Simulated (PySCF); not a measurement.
## Working out the ionisation energy of Tl

Tl [Xe] 4f14 5d10 6s2 6p1 (2P) → Tl+ [Xe] 4f14 5d10 6s2 (1S). Calculation: PySCF 2.14, in aug-cc-pVTZ-PP with ECP60MDF (6s5p4d2f, 55 functions); scalar relativity through the core potential. Frozen: 5s2 5p6 5d10. Energies in hartree (1 hartree = 27.21139 eV):

```tsv
part	Tl (lower)	Tl+ (upper)
UHF	-171.515187	-171.331175
CCSD correlation	-0.035177	-0.027156
(T)	-0.000516	0.000000
```

Q: What does Hartree-Fock give?

A: (-171.331175) − (-171.515187) = 0.184012 hartree = 5.007 eV.

Q: What do CCSD and CCSD(T) give?

A: The CCSD correlation energies differ by 0.008021 hartree = 0.218 eV and the triples by 0.000516 hartree = 0.014 eV, so CCSD gives 5.225 eV and CCSD(T) 5.239 eV.

Measured between the centres of the two terms (NIST): 5.464 eV, so CCSD(T) (valence) is off by -0.225 eV.

What remains against the reference includes basis incompleteness, the frozen core and higher excitations.
